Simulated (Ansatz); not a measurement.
The cluster Nb2S6. Charge 0, multiplicity 1. Geometry PBE-D4/def2-SVP, basis def2-TZVP, Ansatz.

Cartesian coordinates in Å:
```
Nb -1.290 2.068 -0.048
Nb 0.039 -0.151 -0.064
S 1.748 -1.752 0.845
S -0.255 -2.440 0.730
S -2.490 0.140 0.024
S 0.315 1.605 1.575
S -0.104 1.582 -1.925
S 2.038 -1.052 -1.136
```

| run | HOMO (eV) | LUMO (eV) |
| --- | --- | --- |
| A | -5.67 | -3.81 |
| B | -6.63 | -3.14 |
| C | -6.47 | -3.18 |
| D | -5.44 | -3.87 |

In the def2 sets Nb takes a core potential; there is no spin–orbit coupling. The structure comes from a short search, and lower isomers may exist.

Q: The runs used PBE, PBE0, r2SCAN, r2SCAN0. Estimate which is which.

A: A r2SCAN (0 % exact exchange); B r2SCAN0 (25 % exact exchange); C PBE0 (25 % exact exchange); D PBE (0 % exact exchange). Exact exchange lowers occupied and raises empty levels; among semilocal functionals meta-GGAs tend to open the gap a little, and such runs are hard to tell apart. The gap grows from 1.57 eV (PBE) to 3.50 eV (r2SCAN0). The restricted singlet is unstable towards broken spin symmetry in Hartree–Fock (as tested in another run); at r2SCAN-D4/def2-TZVP, r2SCAN0-D4/def2-TZVP, PBE0-D4/def2-TZVP, PBE-D4/def2-TZVP this wasn't settled.
